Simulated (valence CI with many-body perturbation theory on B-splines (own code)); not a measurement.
## E1 transitions of Se27+

Calculated by valence CI with perturbative core correlation (CI+MBPT): five valence electrons over a frozen Dirac-Fock core [He], radial functions for each j: 11 s, 11 p, 10 d, 8 f, 5 g, 2 h, with the one-electron correlation potential Σ1 (screened to all orders), the two-electron term Σ2, the three-electron term Σ3, Breit, model QED; selected single and double excitations, second order for the rest, scaled by the run's own slope (own B-spline code, finite nucleus).

No measured spectrum was set against this ion. As an estimate, large intervals hold to a few tenths of a per cent, small ones and those within an open d or f shell to about a per cent. Among the levels kept, up to 5300 cm⁻¹ of a level comes from second order outside the variational space, and about a tenth of that is noise between levels of different J, which matters for small intervals.

Lines 1 to 50 of 600 in falling wavelength, among levels below 2014.4 eV, chosen from the strongest by gf and those to the six lowest levels. Wavelengths and rates use the calculated energies. Electric multipoles are in the length gauge, E1 and E2 with the static RPA response of the core. Weak lines are less certain than strong ones. Lines between different terms over intervals too small for the method are left out, as are lines whose strength nearly cancels. Where a level lies close to another of its J and parity, the split of strength between their lines is uncertain. The highest levels of a list are the least certain.

Levels are named by their leading jj configuration (3d3/2^4 stands for four electrons in 3d with j = 3/2), which in mixed levels can hold well under half, so a name can repeat and another be missing. Letters in brackets count levels of one name in rising energy.

```
λ vac (Å)                               Upper                               Lower   A (s⁻¹)  log gf  Branch %
    415.9      (2s 2p1/2 2p3/2^2 3p1/2) J=7/2     (2s 2p1/2 2p3/2^2 3s) J=5/2 [b]  4.77e+08   -1.00       0.0
    379.8      (2s^2 2p1/2 2p3/2 3p1/2) J=5/2     (2s^2 2p1/2 2p3/2 3s) J=3/2 [b]  6.45e+08   -1.08       1.2
    359.1  (2s 2p1/2^2 2p3/2 3p1/2) J=3/2 [b]     (2s 2p1/2^2 2p3/2 3s) J=3/2 [b]  1.08e+09   -1.08       0.0
    348.9          (2s^2 2p1/2^2 3p1/2) J=1/2             (2s^2 2p1/2^2 3s) J=1/2  2.47e+09   -1.05       3.7
    345.8  (2s 2p1/2 2p3/2^2 3p1/2) J=5/2 [c]     (2s 2p1/2 2p3/2^2 3s) J=5/2 [c]  1.25e+09   -0.87       0.0
    340.8      (2s^2 2p1/2 2p3/2 3p1/2) J=5/2         (2s^2 2p1/2 2p3/2 3s) J=5/2  1.46e+09   -0.82       2.7
    340.5  (2s 2p1/2 2p3/2^2 3p3/2) J=7/2 [a]         (2s 2p1/2 2p3/2^2 3s) J=7/2  6.38e+08   -1.05       0.8
    339.2  (2s 2p1/2^2 2p3/2 3p1/2) J=3/2 [b]         (2s 2p1/2^2 2p3/2 3s) J=1/2  1.39e+09   -1.02       0.0
    330.2  (2s 2p1/2 2p3/2^2 3p1/2) J=3/2 [b]     (2s 2p1/2 2p3/2^2 3s) J=3/2 [b]  1.58e+09   -0.99       0.0
    320.8  (2s 2p1/2 2p3/2^2 3p1/2) J=5/2 [a]     (2s 2p1/2 2p3/2^2 3s) J=5/2 [a]  1.38e+09   -0.89       0.1
    318.6  (2s 2p1/2^2 2p3/2 3p1/2) J=3/2 [a]         (2s 2p1/2^2 2p3/2 3s) J=5/2  3.25e+09   -0.70       0.4
    318.3            (2s 2p3/2^3 3p1/2) J=5/2           (2s 2p3/2^3 3s) J=3/2 [a]  2.84e+09   -0.59       0.0
    315.2  (2s^2 2p1/2 2p3/2 3p1/2) J=3/2 [a]     (2s^2 2p1/2 2p3/2 3s) J=3/2 [a]  1.75e+09   -0.98       2.8
    313.0      (2s 2p1/2 2p3/2^2 3p1/2) J=7/2         (2s 2p1/2 2p3/2^2 3s) J=7/2  1.54e+09   -0.74       0.0
    308.6  (2s 2p1/2 2p3/2^2 3p3/2) J=5/2 [a]     (2s 2p1/2 2p3/2^2 3s) J=3/2 [a]  2.50e+09   -0.67       0.0
    307.3  (2s 2p1/2 2p3/2^2 3d5/2) J=9/2 [b]      (2s 2p1/2 2p3/2^2 3p3/2) J=9/2  1.23e+09   -0.76       6.4
    307.1      (2s 2p1/2^2 2p3/2 3p1/2) J=5/2         (2s 2p1/2^2 2p3/2 3s) J=5/2  3.15e+09   -0.57       0.1
    306.9  (2s 2p1/2^2 2p3/2 3p3/2) J=3/2 [a]     (2s 2p1/2^2 2p3/2 3s) J=3/2 [a]  2.93e+09   -0.78       0.0
    305.5  (2s 2p1/2 2p3/2^2 3p3/2) J=7/2 [b]     (2s 2p1/2 2p3/2^2 3s) J=5/2 [b]  2.43e+09   -0.56       0.0
    304.5  (2s 2p1/2^2 2p3/2 3d3/2) J=7/2 [a]      (2s 2p1/2^2 2p3/2 3p3/2) J=7/2  1.16e+09   -0.89       0.2
    303.4  (2s 2p1/2 2p3/2^2 3d5/2) J=9/2 [a]      (2s 2p1/2 2p3/2^2 3p1/2) J=7/2  7.00e+08   -1.02       3.7
    300.5  (2s 2p1/2 2p3/2^2 3p1/2) J=3/2 [c]     (2s 2p1/2 2p3/2^2 3s) J=5/2 [c]  2.36e+09   -0.89       0.0
    299.4      (2s 2p1/2^2 2p3/2 3d5/2) J=7/2  (2s 2p1/2^2 2p3/2 3p3/2) J=5/2 [b]  1.31e+09   -0.85       0.1
    299.2      (2s^2 2p1/2 2p3/2 3d3/2) J=7/2      (2s^2 2p1/2 2p3/2 3p3/2) J=7/2  9.20e+08   -1.01       0.5
    299.1  (2s^2 2p1/2 2p3/2 3d5/2) J=3/2 [b]  (2s^2 2p1/2 2p3/2 3p3/2) J=1/2 [b]  1.63e+09   -1.06       0.0
    298.2  (2s 2p1/2 2p3/2^2 3d3/2) J=5/2 [a]  (2s 2p1/2^2 2p3/2 3p3/2) J=3/2 [b]  1.31e+09   -0.98       0.0
    297.8  (2s 2p1/2 2p3/2^2 3d5/2) J=7/2 [a]  (2s 2p1/2 2p3/2^2 3p3/2) J=5/2 [a]  1.42e+09   -0.82       0.0
    297.2  (2s 2p1/2 2p3/2^2 3p1/2) J=3/2 [d]     (2s 2p1/2 2p3/2^2 3s) J=3/2 [d]  2.15e+09   -0.94       0.1
    296.4  (2s 2p1/2 2p3/2^2 3d5/2) J=7/2 [c]  (2s 2p1/2 2p3/2^2 3p3/2) J=5/2 [c]  1.92e+09   -0.69       0.1
    296.0  (2s 2p1/2 2p3/2^2 3d5/2) J=5/2 [c]  (2s 2p1/2 2p3/2^2 3p3/2) J=3/2 [c]  1.46e+09   -0.94       0.0
    295.1          (2s^2 2p3/2^2 3p1/2) J=3/2             (2s^2 2p3/2^2 3s) J=5/2  3.04e+09   -0.80       0.3
    293.4      (2s 2p1/2^2 2p3/2 3d5/2) J=9/2      (2s 2p1/2^2 2p3/2 3p3/2) J=7/2  3.90e+09   -0.30      85.2
    293.2      (2s^2 2p3/2^2 3d5/2) J=5/2 [a]      (2s^2 2p3/2^2 3p3/2) J=3/2 [a]  2.22e+09   -0.77       0.0
    291.1  (2s 2p1/2 2p3/2^2 3d5/2) J=7/2 [a]  (2s 2p1/2 2p3/2^2 3p3/2) J=7/2 [a]  1.09e+09   -0.96       0.0
    290.9     (2s 2p1/2 2p3/2^2 3d5/2) J=11/2      (2s 2p1/2 2p3/2^2 3p3/2) J=9/2  4.08e+09   -0.21      30.6
    289.1          (2s^2 2p3/2^2 3p1/2) J=5/2             (2s^2 2p3/2^2 3s) J=3/2  1.36e+09   -0.99       0.9
    288.1            (2s 2p3/2^3 3d5/2) J=9/2            (2s 2p3/2^3 3p3/2) J=7/2  4.10e+09   -0.29       4.2
    288.1            (2s 2p3/2^3 3d5/2) J=7/2        (2s 2p3/2^3 3p3/2) J=5/2 [a]  2.51e+09   -0.60       0.1
    287.3  (2s 2p1/2 2p3/2^2 3d5/2) J=5/2 [a]  (2s 2p1/2 2p3/2^2 3p3/2) J=3/2 [a]  2.29e+09   -0.77       0.0
    287.1        (2s 2p3/2^3 3p1/2) J=3/2 [b]           (2s 2p3/2^3 3s) J=3/2 [b]  2.53e+09   -0.90       0.0
    285.7  (2s 2p1/2 2p3/2^2 3p1/2) J=5/2 [c]     (2s 2p1/2 2p3/2^2 3s) J=3/2 [b]  1.29e+09   -1.02       0.0
    285.0  (2s 2p1/2^2 2p3/2 3p3/2) J=5/2 [a]     (2s 2p1/2^2 2p3/2 3s) J=3/2 [a]  3.17e+09   -0.64       0.0
    284.5  (2s 2p1/2 2p3/2^2 3d5/2) J=3/2 [e]  (2s 2p1/2 2p3/2^2 3p3/2) J=1/2 [d]  2.44e+09   -0.93       0.0
    284.4  (2s 2p1/2 2p3/2^2 3d3/2) J=7/2 [b]  (2s 2p1/2 2p3/2^2 3p1/2) J=5/2 [b]  1.20e+09   -0.94       0.0
    283.7          (2s^2 2p3/2^2 3p1/2) J=1/2             (2s^2 2p3/2^2 3s) J=1/2  4.64e+09   -0.95       2.4
    282.1            (2s 2p3/2^3 3d5/2) J=5/2        (2s 2p3/2^3 3p3/2) J=5/2 [a]  1.92e+09   -0.86       0.0
    281.8  (2s 2p1/2 2p3/2^2 3p1/2) J=5/2 [a]     (2s 2p1/2^2 2p3/2 3s) J=3/2 [b]  2.31e+09   -0.78       0.1
    281.4  (2s 2p1/2 2p3/2^2 3d5/2) J=9/2 [a]  (2s 2p1/2 2p3/2^2 3p3/2) J=7/2 [a]  3.62e+09   -0.37      18.9
    281.3  (2s 2p1/2 2p3/2^2 3d5/2) J=9/2 [c]  (2s 2p1/2 2p3/2^2 3p3/2) J=7/2 [c]  4.37e+09   -0.28       4.5
    281.1  (2s 2p1/2 2p3/2^2 3d5/2) J=7/2 [d]  (2s 2p1/2 2p3/2^2 3p3/2) J=5/2 [d]  3.70e+09   -0.46       0.0
```
